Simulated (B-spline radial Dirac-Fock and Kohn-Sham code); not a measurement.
**L1 emission of Gd⁺**

System: the Gd⁺ ion, configuration [Xe] 4f8 5d1 (not the ground configuration).

Input file task.json (cfg lists n, l and occupation; rrms is the nuclear radius in fm):

```json
{"items": [{
  "Z": 64,
  "q": 1,
  "cfg": [[1, 0, 2], [2, 0, 2], [2, 1, 6], [3, 0, 2], [3, 1, 6], [3, 2, 10], [4, 0, 2], [4, 1, 6], [4, 2, 10], [4, 3, 8], [5, 0, 2], [5, 1, 6], [5, 2, 1]],
  "A": 158,
  "rrms": 5.1569,
  "do": ["binding", "quiet", "decay"],
  "holes": ["K", "L1", "L2", "L3", "M1", "M2", "M3", "M4", "M5", "N1", "N2", "N3", "N4", "N5"]
}]}
```

Command: `python xray_run.py task.json out`

These are calculated numbers from a radial atomic solver; the model is independent-particle radiative and Coulomb Auger rates from relativistic LDA hole-state orbitals, with Dirac-Fock energies.

```csv
line,multipole,energy (eV),width (meV),share (%)
L1-L2,E1,450.5,0.139,0.0347
L1-L3,E1,1138.3,5.01,1.25
Lβ4 (L1-M2),E1,6690.3,125,31.2
Lβ3 (L1-M3),E1,6833.8,178,44.7
L1-M4,E2,7164.9,2.71,0.679
L1-M5,E2,7195.3,4.06,1.02
Lγ2 (L1-N2),E1,8069.8,29.5,7.38
Lγ3 (L1-N3),E1,8101.4,43.9,11.0
L1-N4,E2,8228.7,0.357,0.0894
L1-N5,E2,8234.3,0.551,0.138
L1-O2,E1,8353.2,4.17,1.04
Lγ4 (L1-O3),E1,8357.2,6.05,1.51
```

The listed lines hold 100.0 % of the radiative rate. The radiative width is 0.400 eV in the length form and 0.400 eV in the velocity form; the two differ because the transition energies are not eigenvalue differences of the potential that gave the orbitals.
